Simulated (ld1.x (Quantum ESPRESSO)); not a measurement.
**Configuration tests for Mn (RRKJ)**

| Property | Result |
| --- | --- |
| Element | manganese (Mn) |
| Generator | ld1.x (Quantum ESPRESSO) 7.5 |
| Type | norm-conserving RRKJ (Kleinman–Bylander form) |
| Functional | PBE |
| Relativity | scalar-relativistic |
| Frozen core | [Ne] |
| Valence charge | 15 |
| Reference configuration | 3s2 3p6 3d5 4s1.5 4p0 (charge +0.5) |
| Partial waves | 3s (bound): rc 1.15 bohr; 3d (bound): rc 1.95 bohr; 3p (bound): rc 1.00 bohr |
| Local potential | the p channel |
| Core correction | none |
| rho0 | 0.001 |

Occupied shells without a wave of their own: 4s. They enter only through the test configuration that unscreens the potential.

Energies are relative to the spin-unpolarised reference configuration 3s2 3p6 3d5 4s1.5 4p0; without spin polarisation the order of configurations can differ from experiment.

Q: Give the all-electron excitation energy and the error of the potential for: 3s2 3p6 3d5 4s2 4p0; 3s2 3p6 3d5 4s1 4p0; 3s2 3p6 3d5 4s0 4p0; 3s2 3p6 3d3 4s0 4p0; 3s2 3p5 3d5 4s2 4p0; 3s2 3p6 3d5 4s1 4p1; 3s2 3p6 3d6 4s0 4p0.

A:

```
valence configuration  charge  ΔE all-electron (eV)  error AE − PS (meV)
  3s2 3p6 3d5 4s2 4p0       0                -3.361                  +14
  3s2 3p6 3d5 4s1 4p0      +1                 5.055                  -17
  3s2 3p6 3d5 4s0 4p0      +2                20.654                  -68
  3s2 3p6 3d3 4s0 4p0      +4               103.935                 +760
  3s2 3p5 3d5 4s2 4p0      +1                58.619                 -398
  3s2 3p6 3d5 4s1 4p1       0                 0.497                 -5.3
  3s2 3p6 3d6 4s0 4p0      +1                 3.452                  +53
```

Levels in the configuration 3s2 3p6 3d5 4s1 4p1:

| level | all-electron (eV) | pseudo (eV) |
| --- | --- | --- |
| 3s | -87.506 | -87.506 |
| 3p | -56.224 | -56.224 |
| 3d | -8.334 | -8.337 |
| 4s | -6.093 | -6.120 |
| 4p | -2.118 | -2.125 |

ld1.x printed “convergence not achieved” for 7 of the counted tests; their residual had stalled under 1e-8, short of the target of 1e-14. The 4s level has no wave, so the channel is fitted at the deeper level alone: the likely source of the large errors.
